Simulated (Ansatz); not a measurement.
## Molecular dynamics of FGeH₇OSi

input.yaml

```yaml
crystal:
  periodic: [false, false, false]
  atoms:
    - { symbol: Ge, position_ang: [-0.095513, 0.164236, -0.229717] }
    - { symbol: F, position_ang: [-0.25895, 0.500886, 1.842125] }
    - { symbol: H, position_ang: [1.038267, -0.778503, 0.138083] }
    - { symbol: H, position_ang: [0.146709, 1.659851, -0.336285] }
    - { symbol: H, position_ang: [-0.600442, -0.296546, -1.623826] }
    - { symbol: O, position_ang: [-1.839635, -0.307747, 0.542463] }
    - { symbol: Si, position_ang: [-3.216041, -1.170972, 0.178062] }
    - { symbol: H, position_ang: [-2.960157, -2.608025, 0.333258] }
    - { symbol: H, position_ang: [-4.264869, -0.733019, 1.104683] }
    - { symbol: H, position_ang: [-3.563043, -0.86059, -1.211416] }
    - { symbol: H, position_ang: [-1.435425, -0.00237, 1.461871] }
basis:
  gaussian: { orbitals: def2-mTZVP }
hamiltonian:
  xc: { name: BHLYP }
  dispersion: d4
md:
  timestep: 0.5
  n_steps: 200
  ensemble: nve
  temperature: 300.0
  initial_velocities: maxwell_boltzmann
  seed: 11101
```

Run as:

```bash
$ ansatz run input.yaml --threads 4 --pin off --max-ram 5120MiB --backend cpu --events-out ev --progress --plain --runs-dir out
```

It starts at the highest image of a converged band. Of that band: A vibrational analysis at the climbing image gives one clearly imaginary mode, 420i cm⁻¹, and a faint second one (25i cm⁻¹) that may be numerical noise or a soft torsion: probably a first-order saddle point.

Output, in part (step lines, the closing report, with atoms numbered from 0):

```
md step     0: t =     0.00 fs  T =   300.0 K  F+E_penalty+E_count = -69273.72276027 eV  E_kin = 0.349002 eV  conserved = -69273.37375827 eV  (26 SCF iters)
md step     1: t =     0.50 fs  T =   296.9 K  F+E_penalty+E_count = -69273.71915426 eV  E_kin = 0.345428 eV  conserved = -69273.37372580 eV  (26 SCF iters)
md step     2: t =     1.00 fs  T =   288.2 K  F+E_penalty+E_count = -69273.70895908 eV  E_kin = 0.335320 eV  conserved = -69273.37363920 eV  (26 SCF iters)
md step     3: t =     1.50 fs  T =   275.1 K  F+E_penalty+E_count = -69273.69353731 eV  E_kin = 0.320022 eV  conserved = -69273.37351505 eV  (26 SCF iters)
md step     4: t =     2.00 fs  T =   259.1 K  F+E_penalty+E_count = -69273.67485088 eV  E_kin = 0.301476 eV  conserved = -69273.37337474 eV  (26 SCF iters)
md step     5: t =     2.50 fs  T =   242.3 K  F+E_penalty+E_count = -69273.65512578 eV  E_kin = 0.281886 eV  conserved = -69273.37324012 eV  (25 SCF iters)
md step     6: t =     3.00 fs  T =   226.4 K  F+E_penalty+E_count = -69273.63650258 eV  E_kin = 0.263372 eV  conserved = -69273.37313087 eV  (25 SCF iters)
md step     7: t =     3.50 fs  T =   212.9 K  F+E_penalty+E_count = -69273.62072275 eV  E_kin = 0.247661 eV  conserved = -69273.37306156 eV  (25 SCF iters)
[... lines left out ...]
Total energy: -69274.58198247 eV, -2545.7939318576 hartree
Atom 0 at     0.374775     0.212103    -0.202944 Å, force     1.108298     0.450440    -0.395987 eV/Å
Atom 1 at     0.015070     0.337724     1.460900 Å, force    -0.478936    -0.313606     1.269819 eV/Å
Atom 2 at     1.404525     1.346051    -0.298222 Å, force    -0.058673    -0.133579    -0.406463 eV/Å
Atom 3 at    -0.943000     0.534801    -0.825928 Å, force    -0.419073    -0.046581    -0.542577 eV/Å
Atom 4 at     1.011153    -1.146466    -0.500068 Å, force    -0.252331     0.044887     0.006941 eV/Å
Atom 5 at    -3.574857     0.097685     0.837476 Å, force     0.324507     0.919174     0.728095 eV/Å
Atom 6 at    -3.610261    -1.390503     0.214591 Å, force    -0.231805    -0.657745    -0.876599 eV/Å
Atom 7 at    -2.240267    -1.882990     0.017256 Å, force     0.133379    -0.154985     0.089233 eV/Å
Atom 8 at    -4.403301    -2.394059     0.964758 Å, force     0.180786     0.271778     0.115684 eV/Å
Atom 9 at    -4.237120    -1.234651    -1.109378 Å, force    -0.031455    -0.194937    -0.025610 eV/Å
Atom 10 at    -2.756221     0.465882     1.173861 Å, force    -0.274697    -0.184846     0.037464 eV/Å
Dipole moment:     0.367623    -0.090559    -0.382226 e Å
```

The steps, from the saved trajectory:

```json
{"time (fs)": "0", "T (K)": "300", "potential energy less start (eV)": "0.000", "conserved less start (meV/atom)": "0.00"}
{"time (fs)": "3", "T (K)": "226", "potential energy less start (eV)": "0.086", "conserved less start (meV/atom)": "0.06"}
{"time (fs)": "6", "T (K)": "193", "potential energy less start (eV)": "0.125", "conserved less start (meV/atom)": "0.04"}
{"time (fs)": "9", "T (K)": "163", "potential energy less start (eV)": "0.159", "conserved less start (meV/atom)": "0.04"}
{"time (fs)": "12", "T (K)": "168", "potential energy less start (eV)": "0.154", "conserved less start (meV/atom)": "0.06"}
{"time (fs)": "15", "T (K)": "261", "potential energy less start (eV)": "0.045", "conserved less start (meV/atom)": "0.01"}
{"time (fs)": "18", "T (K)": "269", "potential energy less start (eV)": "0.037", "conserved less start (meV/atom)": "0.05"}
{"time (fs)": "21", "T (K)": "310", "potential energy less start (eV)": "-0.012", "conserved less start (meV/atom)": "0.03"}
{"time (fs)": "24", "T (K)": "310", "potential energy less start (eV)": "-0.011", "conserved less start (meV/atom)": "0.05"}
{"time (fs)": "27", "T (K)": "332", "potential energy less start (eV)": "-0.037", "conserved less start (meV/atom)": "0.05"}
{"time (fs)": "30", "T (K)": "394", "potential energy less start (eV)": "-0.109", "conserved less start (meV/atom)": "0.03"}
{"time (fs)": "33", "T (K)": "427", "potential energy less start (eV)": "-0.147", "conserved less start (meV/atom)": "0.05"}
{"time (fs)": "36", "T (K)": "486", "potential energy less start (eV)": "-0.216", "conserved less start (meV/atom)": "0.02"}
{"time (fs)": "39", "T (K)": "500", "potential energy less start (eV)": "-0.232", "conserved less start (meV/atom)": "0.05"}
{"time (fs)": "42", "T (K)": "562", "potential energy less start (eV)": "-0.305", "conserved less start (meV/atom)": "0.04"}
{"time (fs)": "45", "T (K)": "635", "potential energy less start (eV)": "-0.389", "conserved less start (meV/atom)": "0.05"}
{"time (fs)": "48", "T (K)": "731", "potential energy less start (eV)": "-0.500", "conserved less start (meV/atom)": "0.04"}
{"time (fs)": "51", "T (K)": "825", "potential energy less start (eV)": "-0.610", "conserved less start (meV/atom)": "0.03"}
{"time (fs)": "54", "T (K)": "886", "potential energy less start (eV)": "-0.682", "conserved less start (meV/atom)": "0.05"}
{"time (fs)": "57", "T (K)": "982", "potential energy less start (eV)": "-0.793", "conserved less start (meV/atom)": "0.02"}
{"time (fs)": "60", "T (K)": "1026", "potential energy less start (eV)": "-0.845", "conserved less start (meV/atom)": "0.05"}
{"time (fs)": "63", "T (K)": "1096", "potential energy less start (eV)": "-0.926", "conserved less start (meV/atom)": "0.03"}
{"time (fs)": "66", "T (K)": "1155", "potential energy less start (eV)": "-0.995", "conserved less start (meV/atom)": "0.03"}
{"time (fs)": "69", "T (K)": "1194", "potential energy less start (eV)": "-1.039", "conserved less start (meV/atom)": "0.03"}
{"time (fs)": "72", "T (K)": "1198", "potential energy less start (eV)": "-1.044", "conserved less start (meV/atom)": "0.02"}
{"time (fs)": "75", "T (K)": "1117", "potential energy less start (eV)": "-0.950", "conserved less start (meV/atom)": "0.05"}
{"time (fs)": "78", "T (K)": "1077", "potential energy less start (eV)": "-0.904", "conserved less start (meV/atom)": "0.03"}
{"time (fs)": "81", "T (K)": "1041", "potential energy less start (eV)": "-0.861", "conserved less start (meV/atom)": "0.05"}
{"time (fs)": "84", "T (K)": "1071", "potential energy less start (eV)": "-0.896", "conserved less start (meV/atom)": "0.04"}
{"time (fs)": "87", "T (K)": "1125", "potential energy less start (eV)": "-0.959", "conserved less start (meV/atom)": "0.03"}
{"time (fs)": "90", "T (K)": "1140", "potential energy less start (eV)": "-0.977", "conserved less start (meV/atom)": "0.04"}
{"time (fs)": "93", "T (K)": "1138", "potential energy less start (eV)": "-0.975", "conserved less start (meV/atom)": "0.02"}
{"time (fs)": "96", "T (K)": "1071", "potential energy less start (eV)": "-0.896", "conserved less start (meV/atom)": "0.05"}
{"time (fs)": "99", "T (K)": "1044", "potential energy less start (eV)": "-0.865", "conserved less start (meV/atom)": "0.03"}
```

All steps were run. The conserved energy stayed within 0.078 meV per atom of its start (net change 0.031 meV per atom), so the integration is sound. The kinetic energy rose, since the run started high on the potential surface and went downhill. It ends in pieces (FGeH3 + H4OSi), so much of that is their flight and rotation, not heat. A run of 0.1 ps of so small a system gives no equilibrium averages. The orbitals stay closed-shell, which can raise the energy where a bond breaks towards radicals; this wasn't checked here.

Between its relaxed ends the band would form Ge1–O6, F2–H11 and break Ge1–F2, O6–H11. These pairs go: Ge1–O6 1.96 → 4.09 Å, F2–H11 1.33 → 2.79 Å, Ge1–F2 2.11 → 1.71 Å, O6–H11 1.05 → 0.96 Å. In the last frame they stand as before the step (other bonds may differ from the relaxed reactants and products). It ends as FGeH3 + H4OSi. Pairs count as bonded within 1.25 times the sum of covalent radii (0.12 Å more for H–H).

Last frame:

```xyz
11
Properties=species:S:1:pos:R:3
Ge 0.375 0.212 -0.203
F 0.015 0.338 1.461
H 1.405 1.346 -0.298
H -0.943 0.535 -0.826
H 1.011 -1.147 -0.500
O -3.575 0.098 0.838
Si -3.610 -1.391 0.215
H -2.240 -1.883 0.017
H -4.403 -2.394 0.965
H -4.237 -1.235 -1.109
H -2.756 0.466 1.174
```

Run time: 5.7 min on 4 threads of Arm Neoverse V2, on a shared host, peak memory 0.3 GiB.
